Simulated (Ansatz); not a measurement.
Cartesian coordinates in Å:
```
Si -0.1857 2.2276 -0.4904
O 0.6773 1.0046 0.1881
Si 1.0624 -0.5715 0.0723
Si -0.7208 -1.9376 0.7292
Cl 1.4923 -1.0297 -1.8946
H -0.1395 3.3776 0.4430
H -1.5944 1.7991 -0.6920
H 0.4082 2.6061 -1.7958
H 2.3093 -0.7887 0.8421
H -0.3277 -3.3651 0.5979
H -1.0888 -1.6591 2.1437
H -1.8927 -1.6632 -0.1436
```

Charge 0, multiplicity 1.

**Question.** List the B3LYP/def2-TZVPP orbital energies in eV (Ansatz). (An estimate is asked.)

**Answer.** Ansatz gave: Occupied: -2762.45, -1800.52, -1799.74, -1799.02, -520.98, -257.21, -196.22, -196.11, -196.10, -144.87, -144.19, -143.61, -100.25, -100.19, -100.14, -99.55, -99.48, -99.48, -98.92, -98.91, -98.91, -27.66, -22.59, -16.51, -15.12, -13.57, -12.15, -11.78, -11.44, -10.33, -9.92, -9.81, -9.68, -9.23, -9.08, -8.94, -7.81. Lowest empty: -0.69, -0.33, 0.27, 0.40, 1.04, 1.07, 1.37, 1.47.

B3LYP here is the variant with VWN-RPA as its local correlation; programs differ in this.
